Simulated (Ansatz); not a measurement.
Frontier orbitals of C3H9F2O3Ta (`C[O][Ta]([F])([F])([O]C)[O]C`).

```json
{"atom": "C1", "x (Å)": "1.761", "y (Å)": "0.877", "z (Å)": "-1.951"}
{"atom": "O2", "x (Å)": "0.839", "y (Å)": "0.415", "z (Å)": "-1.019"}
{"atom": "Ta3", "x (Å)": "0.283", "y (Å)": "-0.705", "z (Å)": "0.394"}
{"atom": "F4", "x (Å)": "1.842", "y (Å)": "-1.733", "z (Å)": "0.056"}
{"atom": "F5", "x (Å)": "0.006", "y (Å)": "-1.918", "z (Å)": "1.841"}
{"atom": "O6", "x (Å)": "-1.358", "y (Å)": "-1.148", "z (Å)": "-0.399"}
{"atom": "C7", "x (Å)": "-2.127", "y (Å)": "-0.848", "z (Å)": "-1.531"}
{"atom": "O8", "x (Å)": "0.187", "y (Å)": "0.716", "z (Å)": "1.627"}
{"atom": "C9", "x (Å)": "-0.065", "y (Å)": "0.874", "z (Å)": "3.000"}
{"atom": "H10", "x (Å)": "1.300", "y (Å)": "0.940", "z (Å)": "-2.941"}
{"atom": "H11", "x (Å)": "2.114", "y (Å)": "1.873", "z (Å)": "-1.667"}
{"atom": "H12", "x (Å)": "2.618", "y (Å)": "0.198", "z (Å)": "-2.003"}
{"atom": "H13", "x (Å)": "-3.079", "y (Å)": "-0.411", "z (Å)": "-1.220"}
{"atom": "H14", "x (Å)": "-1.603", "y (Å)": "-0.139", "z (Å)": "-2.180"}
{"atom": "H15", "x (Å)": "-2.327", "y (Å)": "-1.766", "z (Å)": "-2.090"}
{"atom": "H16", "x (Å)": "0.763", "y (Å)": "1.421", "z (Å)": "3.458"}
{"atom": "H17", "x (Å)": "-0.984", "y (Å)": "1.450", "z (Å)": "3.135"}
{"atom": "H18", "x (Å)": "-0.172", "y (Å)": "-0.097", "z (Å)": "3.490"}
```

Total charge 0; spin multiplicity 1. Correlated methods include outer-core shells of Ta, which these sets cover unevenly. Ta takes the def2 core potential. All single points use the PBE0-D4/def2-TZVP geometry. It is one conformer, not always the lowest. Basis def2-TZVPP, Ansatz 0.2.0.

Orbital energies of one run (eV). Highest occupied ones, from the top: -8.16, -8.25, -8.50, -8.89, -8.96, -9.30, -10.24, -10.76, -11.09, -11.27, -11.58, -12.00, -12.44, -12.49. Empty: -0.96, -0.92, -0.01, 0.14, 0.23, 1.19.

Task: Which functional gave them?
A. ωB97X-V
B. B97M-V
C. B3LYP
D. LDA (SPW92)

Result: C. HOMO energies: B3LYP -8.16, ωB97X-V -10.82, LDA (SPW92) -7.00, B97M-V -7.30 eV.

B3LYP here is the variant with VWN-RPA as its local correlation; programs differ in this.
